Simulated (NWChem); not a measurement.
System: SF anion

Here is an NWChem input.

```
start job
memory heap 200 mb stack 900 mb global 1100 mb
charge -1
geometry units angstroms noautosym nocenter noautoz
  F      0.000000     0.000000    -1.124567
  S      0.000000     0.000000     0.635976
end
basis spherical
  F library 6-31+g*
  S library 6-31+g*
end
dft
  xc pbe0
  iterations 150
end
cosmo
  do_cosmo_smd true
  solvent ethanol
end
task dft energy
```

Output (shortened):

```
             Northwest Computational Chemistry Package (NWChem) 7.3.0
             --------------------------------------------------------

                             Geometry "geometry" -> ""
                             -------------------------

 Output coordinates in angstroms (scale by  1.889725989 to convert to a.u.)

  No.       Tag          Charge          X              Y              Z
 ---- ---------------- ---------- -------------- -------------- --------------
    1 F                    9.0000     0.00000000     0.00000000    -1.12456700
    2 S                   16.0000     0.00000000     0.00000000     0.63597600

 Effective nuclear repulsion energy (a.u.)      43.2829665938

                                 NWChem DFT Module
                                 -----------------

 Summary of "ao basis" -> "ao basis" (spherical)
 ------------------------------------------------------------------------------
       Tag                 Description            Shells   Functions and Types
 ---------------- ------------------------------  ------  ---------------------
 F                          6-31+g*                  8       18   4s3p1d
 S                          6-31+g*                 10       22   5s4p1d

 in cosmo_initialize ...
 calling solv_data for solv:ethanol

 solvent parameters
 solvname_short: ethanol
 solvname_long:  ethanol
 dielec:       24.8520
 dielecinf:     1.8526
 nonaqueous SMD model solvent descriptors
 dielec:       24.8520
 sola:          0.3700
 solb:          0.4800
 solc:          0.0000
 solg:         31.6200
 solh:          0.0000
 soln:          1.3611

          ---------------
          -cosmo- solvent
          ---------------
 Cosmo: York-Karplus, doi: 10.1021/jp992097l
 dielectric constant -eps-     =  24.85
 screen = (eps-1)/(eps    )    =   0.95976
 surface charge correction     = lagrangian

   van der Waals surface
 --------------------------

 ---------- ATOMIC COORDINATES (A.U.) ------------ VDWR(ANG.) --
     1    0.00000000    0.00000000   -2.12512349     1.730
     2    0.00000000    0.00000000    1.20182038     2.490
 number of segments per atom =        128
 number of   points per atom =        128
 atom (   nspa,  nppa )
 ----------------------
    1 (     64,     0 )       0
    2 (    112,     0 )       0
 number of -cosmo- surface points =      176
 molecular surface =     86.972 angstrom**2
 molecular volume  =     70.588 angstrom**3
 -lineq- algorithm             =   0
 -bem- low  level              =   3
 -bem- from -octahedral-
 gaussian surface charge width =   4.50000
 degree of switching           =   1.00000
 switching function tolerance  =   0.00010
 atomic radii =
 --------------
    1  9.000  1.730
    2 16.000  2.490
 ...... end of -cosmo- initialization ......

 nat:                     2
 ixmem:                   309
 calling mnsol_interface()
 G(SMD-CDS) energy (kcal/mol)  =    -1.323
 SMD-CDS SASA (angstrom**2)    =    75.684

            General Information
            -------------------
          SCF calculation type: DFT
          Wavefunction type:  closed shell.
          No. of atoms     :     2
          No. of electrons :    26
           Alpha electrons :    13
            Beta electrons :    13
          Charge           :    -1
          Spin multiplicity:     1
          Use of symmetry is: off; symmetry adaption is: off
          Maximum number of iterations: 150
          AO basis - number of functions:    40
                     number of shells:    18
          Convergence on energy requested:  1.00D-06
          Convergence on density requested:  1.00D-05
          Convergence on gradient requested:  5.00D-04

              XC Information
              --------------
                         PBE0 Method XC Functional
                     Hartree-Fock (Exact) Exchange  0.250
          PerdewBurkeErnzerhof Exchange Functional  0.750
            Perdew 1991 LDA Correlation Functional  1.000 local
           PerdewBurkeErnz. Correlation Functional  1.000 non-local

             Grid Information
             ----------------
          Grid used for XC integration:  medium
          Radial quadrature: Mura-Knowles
          Angular quadrature: Lebedev.
          Tag              B.-S. Rad. Rad. Pts. Rad. Cut. Ang. Pts.
          ---              ---------- --------- --------- ---------
          F                   0.50       49           9.0       434
          S                   1.00       88           8.0       590
          Grid pruning is: on
          Number of quadrature shells:   137
          Spatial weights used:  Erf1

      Superposition of Atomic Density Guess
      -------------------------------------

 Sum of atomic energies:        -496.83450637

 Renormalizing density from      25.00 to     26

      Non-variational initial energy
      ------------------------------

 Total energy =    -508.420697
 1-e energy   =    -805.828867
 2-e energy   =     254.125203
 HOMO         =       0.132879
 LUMO         =       0.238339

   convergence    iter        energy       DeltaE   RMS-Dens  Diis-err
 ---------------- ----- ----------------- --------- --------- ---------
     COSMO gas phase
 d= 0,ls=0.0,diis     1   -497.5383602938 -5.41D+02  5.69D-02  1.89D+00
 d= 0,ls=0.0,diis     2   -497.6103935814 -7.20D-02  2.72D-02  1.29D+00
 d= 0,ls=0.0,diis     3   -497.7886032652 -1.78D-01  4.39D-03  3.89D-02
 d= 0,ls=0.0,diis     4   -497.7914246671 -2.82D-03  1.53D-03  1.36D-02
 d= 0,ls=0.0,diis     5   -497.7928133206 -1.39D-03  2.40D-04  1.51D-04
  Resetting Diis
 d= 0,ls=0.0,diis     6   -497.7928328462 -1.95D-05  3.90D-05  5.20D-06
 d= 0,ls=0.0,diis     7   -497.7928333964 -5.50D-07  8.16D-06  3.34D-08

   convergence    iter        energy       DeltaE   RMS-Dens  Diis-err
 ---------------- ----- ----------------- --------- --------- ---------
     COSMO solvation phase
 d= 0,ls=0.0,diis     1   -497.8920280720 -9.92D-02  3.92D-03  1.39D-03
 d= 0,ls=0.0,diis     2   -497.8921163884 -8.83D-05  6.53D-04  1.09D-03
 d= 0,ls=0.0,diis     3   -497.8922762450 -1.60D-04  2.63D-04  1.29D-04
 d= 0,ls=0.0,diis     4   -497.8922655968  1.06D-05  1.32D-04  6.35D-05
 d= 0,ls=0.0,diis     5   -497.8922582401  7.36D-06  2.49D-05  8.68D-07
 d= 0,ls=0.0,diis     6   -497.8922584388 -1.99D-07  5.85D-06  3.05D-08

         Total DFT energy =     -497.892258438814
      One electron energy =     -787.708118515793
           Coulomb energy =      277.532084030987
    Exchange-Corr. energy =      -36.081807906483
 Nuclear repulsion energy =       43.282966593805

             COSMO energy =        5.082617358670

 Numeric. integr. density =       25.999996490901

                                COSMO-SMD solvation results
                                ---------------------------

             internal energy in gas <Psi(g)|H|Psi(g)> =      -497.792833396409
         internal energy in solvent <Psi(s)|H|Psi(s)> =      -497.792029724461
                               delta internal energy  =         0.000803671948 (    0.50 kcal/mol)
   total free energy in solvent <Psi(s)|H+V/2|Psi(s)> =      -497.890150451685
 polarization energy contribution <Psi(s)|V/2|Psi(s)> =        -0.098120727223 (  -61.57 kcal/mol)
    total free energy in solvent including G(SMD-CDS) =      -497.892258438814
                       G(SMD-CDS) energy contribution =        -0.002107987129 (   -1.32 kcal/mol)
     1 M fixed-concentration free energy of solvation =        -0.099425042405 (  -62.39 kcal/mol)

                       DFT Final Molecular Orbital Analysis
                       ------------------------------------

 Vector   11  Occ=2.000000D+00  E=-3.970846D-01
              MO Center= -2.5D-10,  2.4D-10, -1.0D+00, r^2= 7.3D-01
   Bfn.  Coefficient  Atom+Function         Bfn.  Coefficient  Atom+Function
  ----- ------------  ---------------      ----- ------------  ---------------
     3      0.452582  1 F  px                 4     -0.427758  1 F  py
     7      0.295079  1 F  px                 8     -0.278894  1 F  py
    25      0.119067  2 S  px                26     -0.112536  2 S  py
    11      0.081606  1 F  px                12     -0.077130  1 F  py
    21     -0.047336  2 S  px                22      0.044739  2 S  py

 Vector   12  Occ=2.000000D+00  E=-1.944246D-01
              MO Center= -6.3D-10,  6.0D-10,  5.6D-01, r^2= 1.9D+00
   Bfn.  Coefficient  Atom+Function         Bfn.  Coefficient  Atom+Function
  ----- ------------  ---------------      ----- ------------  ---------------
    25      0.473602  2 S  px                26     -0.451363  2 S  py
    29      0.301209  2 S  px                30     -0.287065  2 S  py
    21     -0.180065  2 S  px                22      0.171609  2 S  py
     3     -0.157979  1 F  px                 4      0.150560  1 F  py
     7     -0.105561  1 F  px                 8      0.100604  1 F  py

 Vector   13  Occ=2.000000D+00  E=-1.944246D-01
              MO Center=  2.8D-11,  1.4D-10,  5.6D-01, r^2= 1.9D+00
   Bfn.  Coefficient  Atom+Function         Bfn.  Coefficient  Atom+Function
  ----- ------------  ---------------      ----- ------------  ---------------
    26      0.473602  2 S  py                25      0.451363  2 S  px
    30      0.301209  2 S  py                29      0.287065  2 S  px
    22     -0.180065  2 S  py                21     -0.171609  2 S  px
     4     -0.157979  1 F  py                 3     -0.150560  1 F  px
     8     -0.105561  1 F  py                 7     -0.100604  1 F  px

 Vector   14  Occ=0.000000D+00  E=-2.484322D-02
              MO Center= -1.3D-09,  1.4D-09,  4.6D-01, r^2= 4.0D+00
   Bfn.  Coefficient  Atom+Function         Bfn.  Coefficient  Atom+Function
  ----- ------------  ---------------      ----- ------------  ---------------
    31      0.579967  2 S  pz                10      0.538119  1 F  s
    27      0.514842  2 S  pz                35      0.508737  2 S  pz
    28     -0.402431  2 S  s                 13      0.281934  1 F  pz
     5      0.277835  1 F  pz                 9      0.238878  1 F  pz
     6      0.232779  1 F  s                 32     -0.209672  2 S  s

 Vector   15  Occ=0.000000D+00  E= 3.275095D-02
              MO Center=  8.6D-10, -9.2D-10,  8.4D-01, r^2= 8.6D+00
   Bfn.  Coefficient  Atom+Function         Bfn.  Coefficient  Atom+Function
  ----- ------------  ---------------      ----- ------------  ---------------
    32      1.775259  2 S  s                 28     -0.779301  2 S  s
    10     -0.481131  1 F  s                 31     -0.227990  2 S  pz
    24     -0.165353  2 S  s                 13     -0.161847  1 F  pz
    20      0.105829  2 S  s                  9      0.069777  1 F  pz
     5      0.066024  1 F  pz                 2     -0.040098  1 F  s

 Vector   16  Occ=0.000000D+00  E= 7.016280D-02
              MO Center= -1.1D-10, -8.7D-11,  7.2D-01, r^2= 1.1D+01
   Bfn.  Coefficient  Atom+Function         Bfn.  Coefficient  Atom+Function
  ----- ------------  ---------------      ----- ------------  ---------------
    34      0.962920  2 S  py                33      0.898186  2 S  px
    30     -0.409697  2 S  py                29     -0.382154  2 S  px
    26     -0.170724  2 S  py                25     -0.159247  2 S  px
    22      0.068014  2 S  py                21      0.063442  2 S  px
    12     -0.059357  1 F  py                11     -0.055366  1 F  px

     Multipole analysis of the density
     ---------------------------------

     L   x y z        total         alpha         beta         nuclear
     -   - - -        -----         -----         ----         -------
     0   0 0 0     -1.000000    -13.000000    -13.000000     25.000000

     1   1 0 0     -0.000000     -0.000000     -0.000000      0.000000
     1   0 1 0      0.000000      0.000000      0.000000      0.000000
     1   0 0 1     -0.135384     -0.119199     -0.119199      0.103015

     2   2 0 0    -17.677465     -8.838732     -8.838732      0.000000
     2   1 1 0     -0.000000     -0.000000     -0.000000      0.000000
     2   1 0 1      0.000000      0.000000      0.000000      0.000000
     2   0 2 0    -17.677465     -8.838732     -8.838732      0.000000
     2   0 1 1     -0.000000     -0.000000     -0.000000      0.000000
     2   0 0 2    -17.763817    -40.759560    -40.759560     63.755304
```

Level: PBE0/6-31+G* (spherical d), SMD on the gas-phase geometry. Geometry: optimised at B3LYP/def2-SVPD. Solvent: ethanol.
